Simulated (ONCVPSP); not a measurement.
## rhodium (Rh): excitation energies, all-electron against ONCV

- Element: Rh (Z = 45)
- Generator: ONCVPSP 4.0.1
- Type: optimised norm-conserving Vanderbilt (ONCV)
- Functional: LDA (Perdew-Zunger)
- Relativity: scalar-relativistic
- Frozen core: [Ar] 3d10
- Valence charge: 17
- Reference configuration: 4s2 4p6 4d8 5s0.5 (charge +0.5)
- Partial waves: 4s+5s: rc 1.90 bohr, ncon 4, nbas 7, qcut 8 1/bohr, 2 projectors; 4p: rc 1.05 bohr, ncon 4, nbas 8, qcut 6.7 1/bohr, 2 projectors, debl 2.7 Ha; 4d: rc 1.95 bohr, ncon 4, nbas 8, qcut 6.6 1/bohr, 3 projectors, debl 2.8 Ha
- Local potential: polynomial inside 0.85 bohr (lpopt 4, dvloc0 0 Ha)
- Core correction: none

Energies are relative to the spin-unpolarised reference configuration 4s2 4p6 4d8 5s0.5; without spin polarisation the order of configurations can differ from experiment.

| valence configuration | charge | ΔE all-electron (eV) | error AE − PS (meV) |
| --- | --- | --- | --- |
| 4s2 4p6 4d8 5s1 | 0 | -3.078 | +0.7 |
| 4s2 4p6 4d8 5s0 | +1 | 4.713 | -0.7 |
| 4s2 4p6 4d7 5s0 | +2 | 24.480 | +1.8 |

Task: What are ΔE and the potential's error for 4s2 4p6 4d7 5s2?

Result: ΔE = -0.697 eV all-electron; the error (AE − PS) is +12 meV.

Levels in the configuration 4s2 4p6 4d8 5s0:

```
level  all-electron (eV)  pseudo (eV)
   4s            -90.307      -90.327
   4p            -58.316      -58.325
   4d            -13.850      -13.852
```

Note: no bound ghost flagged; GHOST(+) flagged for s at 116.1 eV.
